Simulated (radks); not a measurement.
Values are calculated unless marked as measured or tabulated.
Co, configuration [Ar] 3d9 (not the ground configuration).

Level of theory: scalar-relativistic Kohn-Sham, PBEsol, spin-unpolarised, spherical densities, finite nucleus; Fermi nuclear charge, rms radius 3.7875 fm (a radial shooting solver on a logarithmic mesh with Libxc functionals).

Energy parts (eV):
part                      energy
total                 -37875.589
kinetic                38358.974
electron-nucleus      -90961.870
Hartree                16316.195
exchange-correlation   -1588.888

Orbitals (lengths in bohr, moments of r in powers of bohr; r(90%) holds 90 % of the orbital's charge):
| orbital | occ. | eigenvalue (eV) | r(90%) | <r> |
|---|---|---|---|---|
| 1s | 2 | -7577.861 | 0.100 | 0.05623 |
| 2s | 2 | -889.4708 | 0.396 | 0.2556 |
| 2p | 6 | -760.9526 | 0.368 | 0.2250 |
| 3s | 2 | -94.2326 | 1.17 | 0.7796 |
| 3p | 6 | -57.8230 | 1.28 | 0.8268 |
| 3d | 9 | -1.7887 | 2.57 | 1.346 |

The highest occupied level is 3d at -1.789 eV. Summed over all electrons, <r^2> = 32.39 bohr^2, which gives a Langevin (diamagnetic) susceptibility term of -25.7 x 10^-6 cm^3/mol. The electron density at the nucleus is 1.732e+04 e/bohr^3 (large components only).
